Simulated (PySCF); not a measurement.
## Vertical excitation energies

Species: C6H10P2.
Z-matrix (Å and degrees, GFN2-xTB geometry), rows numbered from 1:
```
C 
C   1  1.3306
C   2  1.4206  1  122.50
C   3  1.3129  2  149.02  1   176.83
P   4  1.8345  3   69.65  2   179.55
P   5  2.2079  3   99.97  4   -94.33
C   6  1.8563  5   96.68  3  -111.92
C   6  1.8567  5   96.68  3   149.46
H   1  1.0785  2  120.58  3     0.53
H   1  1.0759  2  122.24  3  -179.42
H   2  1.0839  1  121.45  3   179.53
H   4  1.0667  3  145.78  5  -178.96
H   7  1.0884  6  108.97  5    77.58
H   7  1.0895  6  111.29  5   -43.29
H   7  1.0886  6  108.78  5  -164.11
H   8  1.0882  6  108.94  5   -74.57
H   8  1.0893  6  111.24  5    46.11
H   8  1.0885  6  108.86  5   167.04
```

Method: TDDFT wB97X-D/def2-SVPD, vertical, gas phase, core orbitals frozen in the response in PySCF 2.14.0, density-fitted response routines.

```csv
state,E (eV),λ (nm),f,|μ| (D),"main configurations (H = HOMO, L = LUMO)"
S1,3.93,315.8,0.060,2.02,H→L (95%)
S2,4.79,259.0,0.0008,0.21,H→L+1 (84%)
S3,5.07,244.4,0.015,0.88,"H-2→L (79%), H-1→L (10%)"
S4,5.28,234.7,0.095,2.17,"H-1→L (79%), H-2→L (12%)"
S5,5.55,223.5,0.208,3.15,H→L+2 (82%)
S6,6.04,205.4,0.034,1.21,"H→L+4 (37%), H→L+3 (32%), H-1→L+1 (12%)"
S7,6.11,203.0,0.0097,0.65,"H-4→L (47%), H-3→L (24%), H-1→L+1 (16%)"
S8,6.22,199.4,0.036,1.23,"H-1→L+1 (60%), H-4→L (9%), H→L+3 (9%)"
```

Triplets (Tamm–Dancoff): T1 2.88 eV, H→L (60%), H-1→L (28%); T2 4.23 eV, H-1→L (29%), H→L (24%), H-3→L (21%); T3 4.40 eV, H→L+1 (70%), H→L+6 (8%).

The lowest singlet comes at 316 nm (379 kJ/mol) in the ultraviolet; it is of moderate strength; its leading configuration is HOMO→LUMO (95%). The strongest level in the table is S5 at 5.55 eV (223 nm, f = 0.208). Löwdin shares by element: HOMO phosphorus 67%, carbon 16% or more (atoms not listed hold the other 17%); LUMO carbon 82% or more (atoms not listed hold the other 18%). Of the 8 states listed, 6 reach f = 0.01 and none stays under 0.0005. Orbital energies (eV): HOMO-3 -10.25, HOMO-2 -9.66, HOMO-1 -8.73, HOMO -7.58, LUMO 0.29, LUMO+1 1.77, LUMO+2 2.00. The listed states span 2.29 eV, and the widest gap between neighbours is 0.86 eV (S1 to S2). Only the lowest 8 singlets were computed, as vertical energies without vibronic structure.

The run took about 3 min of CPU time (with the writing of density and orbital grids) (one thread, shared machine).

One conformer stands for the species.
